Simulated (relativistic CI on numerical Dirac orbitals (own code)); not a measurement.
# Mo+ (4d5) in a crystal field

Calculated by Dirac-Coulomb-Breit CI, orbitals from a KLI potential per configuration, QED by a radiative potential, valence Slater integrals scaled by 0.85, one configuration in a parametric crystal field (own radial code).

Field parameters in Wybourne normalisation: Oh B⁴₀ = 21Dq, B⁴₄ = √(5/14) B⁴₀. The field is a parameter set, without covalency.

S and J are read from ⟨S²⟩ = S(S + 1) and ⟨J²⟩ = J(J + 1) of each level; they are not fictitious spins.

Oh, 10Dq = 3450 cm⁻¹, the lowest 10 levels:

| E (cm⁻¹) | Degeneracy | Irrep | S | J |
| --- | --- | --- | --- | --- |
| 0.0 | 2 | Γ7 | 2.50 | 2.50 |
| 0.0 | 4 | Γ8 | 2.50 | 2.50 |
| 14867 | 2 | Γ7 | 1.49 | 3.96 |
| 14941 | 4 | Γ8 | 1.50 | 4.04 |
| 15010 | 4 | Γ8 | 1.50 | 3.68 |
| 15098 | 2 | Γ6 | 1.50 | 3.44 |
| 16420 | 2 | Γ7 | 1.49 | 2.93 |
| 16550 | 4 | Γ8 | 1.49 | 3.85 |
| 16733 | 2 | Γ6 | 1.50 | 5.24 |
| 16750 | 4 | Γ8 | 1.50 | 5.02 |

Principal g values of the ground doublet: 3.33, 3.33, 3.33.

Oh, 10Dq = 6200 cm⁻¹, the lowest 10 levels:

| E (cm⁻¹) | Degeneracy | Irrep | S | J |
| --- | --- | --- | --- | --- |
| 0.0 | 2 | Γ7 | 2.50 | 2.50 |
| 0.1 | 4 | Γ8 | 2.50 | 2.50 |
| 12269 | 2 | Γ7 | 1.46 | 3.89 |
| 12410 | 4 | Γ8 | 1.49 | 3.91 |
| 12527 | 4 | Γ8 | 1.50 | 3.56 |
| 12629 | 2 | Γ6 | 1.50 | 3.26 |
| 15080 | 2 | Γ7 | 1.39 | 3.26 |
| 15210 | 4 | Γ8 | 1.44 | 3.82 |
| 15482 | 2 | Γ6 | 1.50 | 4.79 |
| 15498 | 4 | Γ8 | 1.50 | 4.62 |

Principal g values of the ground doublet: 3.33, 3.33, 3.33.

Oh, 10Dq = 8950 cm⁻¹, the lowest 16 levels:

```
E (cm⁻¹)  Degeneracy  Irrep     S     J
     0.0           2     Γ7  2.49  2.50
     0.2           4     Γ8  2.49  2.50
    9283           2     Γ7  1.24  4.08
    9707           4     Γ8  1.43  3.87
    9929           4     Γ8  1.50  3.54
   10045           2     Γ6  1.50  3.19
   11112           2     Γ7  0.93  4.54
   11548           4     Γ8  0.70  4.52
   13400           2     Γ7  1.48  3.08
   13498           2     Γ6  1.50  4.38
   13501           4     Γ8  1.48  4.00
   13526           4     Γ8  1.48  3.95
   16831           4     Γ8  1.31  4.60
   17010           2     Γ7  1.44  4.48
   17053           2     Γ6  1.43  4.36
   17125           4     Γ8  1.48  4.39
```

Principal g values of the ground doublet: 3.33, 3.33, 3.33.

Oh, 10Dq = 11700 cm⁻¹, the lowest 16 levels:

| E (cm⁻¹) | Degeneracy | Irrep | S | J |
| --- | --- | --- | --- | --- |
| 0.0 | 2 | Γ7 | 2.49 | 2.51 |
| 0.9 | 4 | Γ8 | 2.49 | 2.51 |
| 5006 | 2 | Γ7 | 0.69 | 4.59 |
| 5993 | 4 | Γ8 | 0.74 | 4.35 |
| 7291 | 4 | Γ8 | 1.50 | 3.60 |
| 7420 | 2 | Γ6 | 1.50 | 3.16 |
| 7525 | 4 | Γ8 | 1.38 | 3.88 |
| 7605 | 2 | Γ7 | 1.41 | 3.98 |
| 11160 | 2 | Γ7 | 1.49 | 3.09 |
| 11164 | 2 | Γ6 | 1.50 | 4.15 |
| 11177 | 4 | Γ8 | 1.50 | 4.00 |
| 11200 | 4 | Γ8 | 1.49 | 3.60 |
| 15091 | 4 | Γ8 | 0.61 | 5.33 |
| 15220 | 2 | Γ7 | 0.54 | 4.92 |
| 15622 | 2 | Γ6 | 0.60 | 5.24 |
| 16250 | 2 | Γ7 | 0.86 | 4.92 |

Principal g values of the ground doublet: 3.33, 3.33, 3.33.

Oh, 10Dq = 14450 cm⁻¹, the lowest 10 levels:

```tsv
E (cm⁻¹)	Degeneracy	Irrep	S	J
0.0	2	Γ7	1.56	3.91
156	4	Γ8	2.46	2.55
285	2	Γ7	1.89	3.56
1112	4	Γ8	0.58	4.42
4828	4	Γ8	1.51	3.62
4920	4	Γ8	1.50	3.68
4953	2	Γ6	1.50	3.15
4996	2	Γ7	1.50	3.82
8856	2	Γ6	1.50	4.02
8871	4	Γ8	1.50	3.91
```

Principal g values of the ground doublet: 2.75, 2.75, 2.75.

The free-ion ground term has S = 5/2. The field overcomes the spin-pairing energy for Oh, 10Dq = 14450 cm⁻¹, where the ground state has lower spin; these fields are assumed values.

Levels of this model without a field, named by their leading LS term: ⁶S5/2 0, ⁴G5/2 17019, ⁴G7/2 17096, ⁴G9/2 17151, ⁴G11/2 17152, ⁴P5/2 19475, ⁴P3/2 19619, ⁴P1/2 19818 cm⁻¹.
